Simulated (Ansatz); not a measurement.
One change: `[SH][Ge][Cl]` becomes `[CH3][Ge][Cl]`.

Ansatz, PBE0-D4/def2-TZVP geometries, multiplicity 1. Each molecule was computed in one conformer, which needn't be the lowest.

Scalar relativity is left out up to krypton.

```tsv
property	`[SH][Ge][Cl]`
HOMO–LUMO gap (B3LYP/def2-TZVPP) / eV	4.49
size of the dipole moment (B3LYP/def2-TZVPP) / D	1.02
ideal-gas entropy at 298 K and 1 bar (rigid rotor, harmonic PBE0-D4/def2-TZVP) / J/(mol·K)	308
HOMO energy (PBE/def2-TZVPP) / eV	-6.51
LUMO energy (ωB97M-V/def2-TZVPP) / eV	-0.78
HOMO energy (PBE0/def2-TZVPP) / eV	-7.59
```

(1) What does the change do to each property? (Best estimate.)

## Answers

(1) Computed: 
| property | `[CH3][Ge][Cl]` | shift |
| --- | --- | --- |
| HOMO–LUMO gap (B3LYP/def2-TZVPP) / eV | 3.79 | -0.70 |
| size of the dipole moment (B3LYP/def2-TZVPP) / D | 2.20 | 1.18 |
| ideal-gas entropy at 298 K and 1 bar (rigid rotor, harmonic PBE0-D4/def2-TZVP) / J/(mol·K) | 310 | 2 |
| HOMO energy (PBE/def2-TZVPP) / eV | -5.76 | 0.75 |
| LUMO energy (ωB97M-V/def2-TZVPP) / eV | -0.68 | 0.10 |
| HOMO energy (PBE0/def2-TZVPP) / eV | -6.85 | 0.74 |

With PBE0 the HOMO rises by 0.74 eV and the LUMO rises by 0.07 eV, so the gap narrows by about 0.67 eV. PBE moves the HOMO by 0.75 eV and ωB97M-V by 0.68 eV. The zero-point energy changes by 67.5 kJ/mol with +6 modes. Dipoles are sizes alone; their direction can turn.

B3LYP here is the variant with VWN-RPA as its local correlation; programs differ in this.
